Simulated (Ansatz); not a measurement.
Process, species as SMILES: [SiH2][AsH2] (SiAsH4) → [AsH2][SiH2-] (an electron is taken up)

Property: adiabatic electron affinity (0 K, with zero-point energies), in eV. Positive where the reaction releases energy. Set-up: frozen cores in correlated levels (noble-gas shells and the d and f shells of earlier blocks); non-relativistic; LANL2DZ with its own core potentials from Na on; six Cartesian d functions in 6-31G* and its kin unless marked 5d; UHF or UKS for open shells; no spin-orbit coupling. Ab initio and DFT rows: single points at B3LYP-D3(BJ) geometries (Ansatz, a first-principles code), with unscaled harmonic terms from B3LYP/6-31G* (LANL2DZ past Ar) at its own minima. Sets without +, aug- or the D of def2-TZVPD hold no diffuse functions, which anions need.

```json
[
 {"level": "MP2/STO-3G", "program": "Ansatz", "adiabatic electron affinity (0 K, with zero-point energies) (eV)": "-3.80"},
 {"level": "MP2/3-21G", "program": "Ansatz", "adiabatic electron affinity (0 K, with zero-point energies) (eV)": "0.94"},
 {"level": "MP2/LANL2DZ", "program": "Ansatz", "adiabatic electron affinity (0 K, with zero-point energies) (eV)": "0.80"},
 {"level": "MP2/6-31G*", "program": "Ansatz", "adiabatic electron affinity (0 K, with zero-point energies) (eV)": "1.01"},
 {"level": "MP2/6-31G* with LANL2DZ past Ar", "program": "Ansatz", "adiabatic electron affinity (0 K, with zero-point energies) (eV)": "1.01"}
]
```

No value to compare with is used here. The 5 habitual levels span -3.80 (MP2/STO-3G) to 1.01 eV (MP2/6-31G*).

The sets are all those run for this method; runs whose electronic state is in doubt are left out.
